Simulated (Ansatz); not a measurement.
# Energy profile

The step: GeHF₃ ([F][GeH]([F])[F]) + HF → GeF₄ ([F][Ge]([F])([F])[F]) + H₂; bonds formed: Ge1–F7, H2–H6; bonds broken: Ge1–H2, H6–F7 (atoms numbered as in the saddle structure below).

```xyz
7
angstrom
Ge -0.4109 0.0132 -0.0805
H 0.8796 0.0555 1.1214
F -0.9398 -1.4635 -0.7276
F -0.7953 1.4032 -0.9744
F -1.4387 0.1817 1.2848
H 1.3963 -0.0431 0.2977
F 1.3088 -0.1469 -0.9216
```

Electronic energies by CCSD(T) at an estimated basis limit (MP2 extrapolated from triple and quadruple zeta, plus CCSD(T) − MP2 in triple zeta), on PBE0-D4/def2-TZVP structures; GeH₂F₄, closed shell; no counterpoise correction. Program: Ansatz 0.2.0. Basis: def2-TZVPP and def2-QZVPP. Cores are frozen in the correlated methods. Filled d shells of the heavier atoms are correlated. The def2 sets are not built for correlating such inner shells, so the correlated values are less sure here. Extrapolation: Hartree–Fock as exp(−7.88 √X), correlation as X^−2.97.

(1) Give the profile in eV, counted from the separated reactants. (To be estimated.)

No T1 diagnostic of these runs exceeds 0.014.

## Answers

(1) By the calculation:
```
                                                                                                point      eV
   separated: GeHF₃ (linked as [F][GeH]([F])[F]; Ge1, H2, F3, F4, F5; singlet) + HF (H6, F7; singlet)   0.000
                                                                                      start structure  -0.194
                                                                                               saddle   1.788
                                                                                        end structure  -0.231
separated: GeF₄ (linked as [F][Ge]([F])([F])[F]; Ge1, F3, F4, F5, F7; singlet) + H₂ (H2, H6; singlet)  -0.215
```

For scale, one of the runs: CCSD(T)/def2-TZVPP, 200 basis functions, launched by `ansatz run in.yaml --threads 4 --pin off --events-out ev --progress --plain --max-ram 9574MiB`. Time: 2 min of wall clock on 4 CPU threads of an Arm Neoverse V2; the host was shared. Peak host memory: 2.9 GiB.
